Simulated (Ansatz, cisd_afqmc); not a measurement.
System: GaI₂, charge 1, singlet. GaI2+ (SMILES [I][Ga+][I]).
B3LYP-D3(BJ)/def2-TZVP minimum from Ansatz (a quantum-chemistry and plane-wave program):
```xyz
3

Ga     0.0000     0.0000     0.0000
I      0.0000     0.0000    -2.3869
I      0.0000     0.0000     2.3869
```
Charge +1, spin multiplicity 1.

Total energies in def2-SVP, 16 correlated electrons, 32 frozen orbitals. Radicals and triplets start from unrestricted determinants; spin-orbit coupling is neglected. Cores are frozen in correlated methods (noble-gas shells, and filled d and f shells in the p block). Past Kr the def2 sets carry scalar-relativistic core potentials. The Monte Carlo rows (phaseless AFQMC, CISD trial, step 0.005/hartree) carry one-sigma bars that omit the constraint's bias. Outlying blocks are dropped, and bars are widened where a walk drifts. Over all cases where full CI ran beside it in this data, AFQMC minus full CI had a median of +0.1 mEh and passed +0.4 mEh in a tenth of the cases. Spin-orbit terms, left out, reach several kcal/mol for Br and I, and more for heavier atoms. The spin of GaI2+ ([I][Ga+][I], singlet) was assumed, and the state is the lowest solution found for it.

```csv
method,program,energy (Eh),minus CCSDT(Q) (mEh)
HF,Ansatz,-2516.14503,266.32
MP2,Ansatz,-2516.37882,32.53
CCSD,Ansatz,-2516.40120,10.15
CCSD(T),Ansatz,-2516.40976,1.59
CCSDT(Q),Ansatz,-2516.41135,0.00
AFQMC/CISD,cisd_afqmc,-2516.4112 ± 0.0004,0.2 ± 0.4
```

Rough core times of Ansatz's runs on a shared machine: CCSD(T) under 20 s, CCSDT(Q) 90 s.
